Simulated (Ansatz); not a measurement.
Z-matrix (Å, degrees):
```
Si
C 1 1.852
F 1 1.602 2 108.1
H 1 1.484 2 111.5 3 118.6
H 1 1.484 2 111.5 3 -118.6
C 2 1.338 1 123.0 3 0.1
H 2 1.092 1 118.2 3 -179.9
Si 6 1.865 2 123.7 1 180.0
H 6 1.091 2 118.1 1 -0.0
H 8 1.486 6 108.7 2 0.1
H 8 1.488 6 110.5 2 -120.3
H 8 1.488 6 110.5 2 120.4
```

The species carries charge 0 and has multiplicity 1.

Question: List the B3LYP/def2-TZVPP orbital energies in eV (the Gaussian-basis code of Ansatz). (Estimate.)

Answer: Computed: Occupied: -1799.89, -1798.95, -671.43, -277.22, -277.17, -144.32, -143.51, -99.70, -99.61, -99.61, -98.83, -98.82, -98.82, -32.39, -21.26, -16.53, -14.95, -14.59, -12.65, -12.39, -12.34, -11.39, -10.72, -9.91, -9.56, -9.55, -8.35, -7.98. Lowest empty: -1.33, -0.14, 0.59, 0.95, 1.27, 1.36, 1.64, 1.80.

B3LYP here is the variant with VWN-RPA as its local correlation; programs differ in this.
